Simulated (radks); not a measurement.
Species: Rb3+. Configuration: [Ar] 3d10 4s2 4p4 (the NIST ground configuration). Method: scalar-relativistic Kohn-Sham, PBE, spin-polarised, spherical densities, finite nucleus; open shells are filled with parallel spins first (spin-orbit coupling, left out, can overturn this in heavy ions); Fermi nuclear charge, rms radius 4.2036 fm; computed with a radial shooting solver on a logarithmic mesh with Libxc functionals.

Unscreened Slater integrals over Kohn-Sham orbitals (hartree). They are taken over the spin-up orbitals.

integral,value
"F0(4p,4p)",0.57434
"F2(4p,4p)",0.30505
"F0(4p,4s)",0.60681
"G1(4p,4s)",0.41117
"F0(4p,3d)",0.74131
"F2(4p,3d)",0.16519
"G1(4p,3d)",0.055105
"G3(4p,3d)",0.051824
"F0(4s,4s)",0.64669
"F0(4s,3d)",0.82101
"G2(4s,3d)",0.070625
"F0(3d,3d)",1.7451
"F2(3d,3d)",0.84360
"F4(3d,3d)",0.53246

Derived for the open shells (J is the average intra-shell exchange parameter used in DFT+U). 4p: J = F2/5 = 0.06101 hartree.
